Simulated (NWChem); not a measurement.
## Basis-set convergence for H₅ClW

SMILES: [WH5][Cl]
```xyz
7

W     -0.4211     0.0360     0.0000
Cl     1.9641    -0.2580     0.0000
H      0.2704     1.2411    -0.9212
H     -1.3664     0.4301    -1.3743
H     -0.0331    -1.6174     0.0000
H      0.2704     1.2411     0.9212
H     -1.3664     0.4301     1.3743
```
Charge 0, spin multiplicity 1.

The numbers come from NWChem runs, not from measurements. Structure: optimised with B3LYP/def2-SVP with def2 effective core potentials on W, a minimum by its harmonic frequencies.

Quantity: first vertical ionisation energy at the level G0W0@PBE.

Effective core potentials replace the inner electrons of W; spin-orbit coupling is left out. GW and range-separated runs recompute their integrals, the others keep them in memory, which bears on the times. The structure started from a generated list of species.

Costs are rough ratios of processor time within this set of runs, SCF included, with def2-SVP as 1.

```csv
basis,functions,first vertical ionisation energy (eV),relative cost
def2-SVP,75,___,1
def2-SVPD,102,___,under 3
def2-TZVP,107,9.07,under 3
def2-TZVPD,134,9.05,4
def2-TZVPP,168,___,6
```

Task: Fill in the missing entries.

Result: 
- def2-SVP, first vertical ionisation energy (eV): 8.68
- def2-SVPD, first vertical ionisation energy (eV): 8.81
- def2-TZVPP, first vertical ionisation energy (eV): 9.15
